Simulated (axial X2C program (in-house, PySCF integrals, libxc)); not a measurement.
# Outer orbitals of SbP⁺ at 2.305 Å, HF

All values were computed with an in-house all-electron X2C program for linear molecules (integrals from PySCF). Spin-free means the one-electron spin-free X2C Hamiltonian; two-component (2c) means X2C with spin–orbit coupling and atomic mean-field two-electron Coulomb and Gaunt terms, so the difference of the two also holds small scalar two-electron terms. Basis: Sb dyall-cv3z [11s12p8d4f1g], P dyall-v3z [8s7p2d1f] (cores contracted in-house); Gaussian nuclei, density fitting, unrestricted open shells. Masses: Sb 120.904 u, P 30.974 u.

The distance is close to the 2c PBE0 minimum; the highest filled and lowest empty levels are listed.

Spin-free orbitals, state M_S = 1/2, Λ = 1 (beyond evenly filled blocks: π+α, π+β, π-α) (Löwdin shares):

| symmetry | occupied | ε (eV) | atomic character |
| --- | --- | --- | --- |
| σα | yes | -29.16 | 50% P s, 32% Sb s, 8% Sb p |
| σβ | yes | -27.67 | 52% P s, 30% Sb s, 8% Sb p |
| σα | yes | -22.81 | 46% Sb s, 28% P s, 14% P p |
| σβ | yes | -22.04 | 46% Sb s, 26% P s, 16% P p |
| σα | yes | -16.25 | 45% P p, 39% Sb p, 8% Sb s |
| σβ | yes | -16.10 | 46% P p, 40% Sb p, 8% Sb s |
| π-α | yes | -15.58 | 50% P p, 43% Sb p, 4% Sb d |
| π+α | yes | -15.58 | 50% P p, 43% Sb p, 4% Sb d |
| π+β | yes | -14.80 | 58% P p, 35% Sb p, 4% Sb d |
| π-β | no | -7.41 | 61% Sb p, 36% P p |
| π-α | no | -6.54 | 51% Sb p, 40% P p, 5% Sb d |
| π+α | no | -6.54 | 51% Sb p, 40% P p, 5% Sb d |
| π+β | no | -6.07 | 59% Sb p, 32% P p, 5% Sb d |

Spinors with spin–orbit coupling (state Ω = 3/2):

| ω | occupied | ε (eV) | atomic character | λ mixture |
| --- | --- | --- | --- | --- |
| 1/2 | yes | -29.80 | 61% P s, 19% Sb s, 10% Sb p | 100% σ |
| -1/2 | yes | -27.36 | 50% Sb s, 32% P s, 8% P p | 100% σ |
| 1/2 | yes | -22.39 | 55% Sb s, 18% P p, 17% P s | 100% σ |
| -1/2 | yes | -21.89 | 42% P s, 29% Sb s, 16% Sb p | 100% σ |
| -1/2 | yes | -16.63 | 76% P p, 16% Sb p, 5% Sb d | 100% π |
| 3/2 | yes | -16.60 | 79% P p, 13% Sb p, 5% Sb d | 100% π |
| 1/2 | yes | -16.20 | 44% Sb p, 39% P p, 10% Sb s | 92% σ, 8% π |
| -1/2 | yes | -15.91 | 46% P p, 39% Sb p, 8% P s | 99% σ, 1% π |
| 1/2 | yes | -15.48 | 82% Sb p, 13% P p, 3% P d | 92% π, 8% σ |
| -3/2 | no | -7.57 | 78% Sb p, 19% P p, 2% P d | 100% π |
| -1/2 | no | -6.19 | 77% Sb p, 15% P p, 4% P d | 98% π, 2% σ |
| 3/2 | no | -5.88 | 80% Sb p, 12% P p, 4% P d | 100% π |
| 1/2 | no | -4.72 | 78% P p, 12% Sb d, 8% Sb p | 100% π |

(1) How does the gap between the highest filled and lowest empty level change from the spin-free to the 2c table?

Mulliken charges and populations of the two-component result (they depend on the basis, above all on diffuse functions):

Sb 0.86 e (s 9.87 p 20.16 d 20.09 f 0.02), P 0.14 e (s 5.93 p 8.82 d 0.10 f 0.01). ⟨Lz⟩ = 0.99 ħ and ⟨Sz⟩ = 0.51 ħ (-0.33 and 0.85 on the two atoms), which add up to Ω.

The state is a single determinant with fixed occupations, the lowest that a limited PBE0 search found.

Results:

(1) From 7.39 to 7.91 eV at HF, a change of 0.52 eV.
